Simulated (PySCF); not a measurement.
Zn(SeH)(GeH3) (GeH4SeZn), SMILES [SeH][Zn][GeH3].

The structure is a stationary point at B3LYP-D3(BJ)/def2-SVP. The structure was generated by enumeration; whether it is a known compound was not checked. One conformer was computed; it need not be the lowest.

The numbers are results of B3LYP-D3(BJ)/def2-SVP (PySCF), not measurements.

Frequencies are harmonic and unscaled.

A small imaginary wavenumber (i) marks a very flat motion, where grid noise or a shallow saddle decides the sign.

Question: Give all harmonic wavenumbers and intensities. (The exact figures need the calculation; the answer reports its results.)

Answer: 
```
mode  ν (cm⁻¹)  IR (km/mol)  Raman (Å⁴/amu)  depolarisation  moving atoms (share of kinetic energy)
----  --------  -----------  --------------  --------------  --------------------------------------
1          21i          3.4             5.3            0.75                                  H 99 %
2           65          4.5             0.1            0.48               Zn 67 %, Se 14 %, Ge 12 %
3           66          3.6             0.1            0.75               Zn 68 %, Se 15 %, Ge 12 %
4          175          2.3            24.0            0.26                        Ge 53 %, Se 44 %
5          327         26.3             0.1            0.74               Zn 70 %, Se 19 %, Ge 10 %
6          398          3.9             1.1            0.75                                  H 94 %
7          406          5.9             0.4            0.66                                  H 93 %
8          542          3.8             2.3            0.75                                  H 96 %
9          793        311.2             6.6            0.64                                  H 97 %
10         888         30.7            34.4            0.75                                  H 99 %
11         889         31.3            34.2            0.75                                  H 99 %
12        2096        110.9           370.4            0.00                                 H 100 %
13        2104        125.0           182.0            0.75                                  H 98 %
14        2105        125.1           178.3            0.73                                  H 98 %
15        2391         18.7           149.4            0.32                                  H 99 %
```
